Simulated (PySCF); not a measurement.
# CH4NO4P

The system: CH4NO4P, a carbene (divalent C1, bonded to 1 N + 1 O); neutral, triplet. The structure, one conformer, was relaxed in the gas phase by PBE0-D3(BJ)/def2-SVP. No frequency run checks that it is a minimum.

This triplet is an excited state: in a carbene with lone-pair donors on the centre (N, O) the singlet is known to lie well below it (the gap isn't computed here), so the molecule in its ground state shows no EPR spectrum.

SMILES: N[C]OP(=O)(O)O

```xyz
11

C    -1.345    0.447   -0.932
N    -1.907    1.193    0.031
O    -0.016    0.099   -1.018
P     0.708   -0.630    0.254
O    -0.221   -1.130    1.277
O     1.772    0.442    0.776
O     1.685   -1.675   -0.482
H    -1.968    2.206   -0.026
H    -2.291    0.755    0.864
H     2.412    0.699    0.100
H     1.204   -2.435   -0.834
```
Atoms count from 1 in this order.

EPR values by unrestricted B3LYP, IGLO-III on C N O P, pcH-1 on H.

Predict g and the largest hyperfine couplings. Where does the spin sit?

g = 2.0018, 2.0024, 2.0026. The zero-field splitting dominates the spectrum: D = 0.55 cm⁻¹, |E| = 0.11 cm⁻¹ (spin-spin and spin-orbit parts, DFT, rough). The spin sits on C1 (85 %, bonded to 1 N + 1 O) by Mulliken populations.
| atom | isotope | isotropic (MHz) | dipolar, principal values (MHz) |
| --- | --- | --- | --- |
| C1 | 13C | 436.2 | -68.8, 0.4, 68.5 |
| P4 | 31P | 120.0 | -9.2, -7.1, 16.4 |
| O3 | 17O | -96.0 | -17.8, 3.7, 14.1 |
| H8 | 1H | 59.0 | -8.0, -5.2, 13.2 |
| H9 | 1H | 58.6 | -8.0, -5.0, 13.0 |
| N2 | 14N | 17.8 | -5.7, -4.8, 10.5 |

How do the isotropic couplings move with BHandHLYP?

C1 436.2 to 471.6 MHz, P4 120.0 to 102.3 MHz, O3 -96.0 to -95.1 MHz, H8 59.0 to 57.0 MHz.

The 2 runs behind this took 6 min in all, one thread each of Intel Xeon on a shared host, launched as `OMP_NUM_THREADS=1 python cluster_run.py task.json out`.
